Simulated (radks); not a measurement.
The numbers below are computed, except where a source is named.
Question: The palladium ion Pd5+, 41 electrons, occupied as [Kr] 4d5 (the NIST ground configuration). Level of theory: scalar-relativistic Kohn-Sham, PBEsol, spin-polarised, spherical densities, finite nucleus; open shells are filled with parallel spins first (spin-orbit coupling, left out, can overturn this in heavy ions); Fermi nuclear charge, rms radius 4.5318 fm (a radial shooting solver on a logarithmic mesh with Libxc functionals). Some entries of the table are withheld. Estimate them.

orbital  occ.  eigenvalue (Ry)  r(max) (bohr)
1s up       1        -1780.916        0.02067
1s down     1        -1780.916        0.02067
2s up       1        -265.0983         0.1169
2s down     1        -265.0164         0.1169
2p up       3        -238.3252        0.09342
2p down     3        -238.2624        0.09341
3s up       1        -52.53758         0.3419
3s down     1        -52.49133         0.3419
3p up       3        -43.74440         0.3350
3p down     3        -43.69229         0.3351
3d up       5        -29.78241         0.2819
3d down     5        -29.70542         0.2821
4s up       1              (1)         0.8459
4s down     1              (2)         0.8426
4p up       3         -9.39654         0.8988
4p down     3         -9.04391         0.8949
4d up       5         -5.57741          1.025
4d down     0         -5.22275          1.021

Answer: 
(1) 4s up eigenvalue (Ry): -11.98460
(2) 4s down eigenvalue (Ry): -11.64418
